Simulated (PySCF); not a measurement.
# Bromine: a sound run and one with changed settings

Sound run: Br²⁺ [Ar] 3d10 4s2 4p3, Br³⁺ [Ar] 3d10 4s2 4p2. Calculation: PySCF 2.14, in cc-pVTZ-PP with ECP10MDF (5s4p3d1f, 39 functions); a scalar-relativistic core potential. The sound run starts from symmetry-adapted Hartree-Fock orbitals and uses a fine grid where one is needed.

Changed run: initial guess minao, at most 5 SCF cycles. This setting is unsound on purpose.

```tsv
species	method	sound run (hartree)	changed run (hartree)	converged
Br²⁺	UHF	-414.35300	-414.35300	no
Br²⁺	B3LYP	-415.65123	-415.65123	no
Br²⁺	PBE	-415.58826	-415.58826	no
Br³⁺	UHF	-413.08064	-413.08064	no
Br³⁺	B3LYP	-414.36359	-414.36359	no
Br³⁺	PBE	-414.30176	-414.30176	no
```

The SCF was stopped early; the energies are upper bounds that still move, and correlated levels were skipped or rest on poor orbitals.
